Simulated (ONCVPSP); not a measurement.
**Pseudopotential generation for beryllium (Be): ONCV, PBE, scalar-relativistic.**

- Element: beryllium (Be)
- Generator: ONCVPSP 4.0.1
- Type: optimised norm-conserving Vanderbilt (ONCV)
- Functional: PBE
- Relativity: scalar-relativistic
- Frozen core: [He]
- Valence charge: 2
- Reference configuration: 2s2
- Partial waves: 2s: rc 1.95 bohr, ncon 4, nbas 7, qcut 3.5 1/bohr, 3 projectors, debl 2.1 Ha; p scattering state at 0.23 Ha: rc 1.60 bohr, ncon 3, nbas 6, qcut 5.9 1/bohr, 3 projectors, debl 2.4 Ha; d scattering state at 0.25 Ha: rc 1.65 bohr, ncon 3, nbas 6, qcut 6 1/bohr, 2 projectors, debl 1.7 Ha
- Local potential: polynomial inside 1.00 bohr (lpopt 5, dvloc0 0 Ha)
- Core correction: Teter function, parameters optimised by the program

In the p channel the program set the typed energies aside and used 0.050, 2.450, 4.850 Ha.

All-electron outer shells of the reference configuration (PBE, scalar-relativistic, ld1.x):

```
shell  level (eV)  outermost node (bohr)  outermost maximum (bohr)
   1s     -106.21                      –                      0.27
   2s       -5.61                   0.59                      2.04
```

Calculated quality:

```json
{"Cutoffs needed": "5.3 Ha and 15 Ha (the cutoffs (Ha) at which the residual kinetic energy of the hardest occupied pseudo-wave falls to 1 and 0.1 mHa per electron) The cutoffs count occupied waves only; projector 3 of the p channel, the hardest unoccupied one, needs 21 Ha at the loose tolerance.", "Ghost test": "no bound ghost flagged; no localised positive-energy state flagged", "Largest excitation error": "+2.5 meV (all-electron minus pseudo) for 2s1, out of 4 test configurations", "rms error of d²Exc/dni dnj": "1.62 mHa without and 0.00 mHa with the model core"}
```

Generation and tests took about 2.8 s on one core of a shared server CPU.
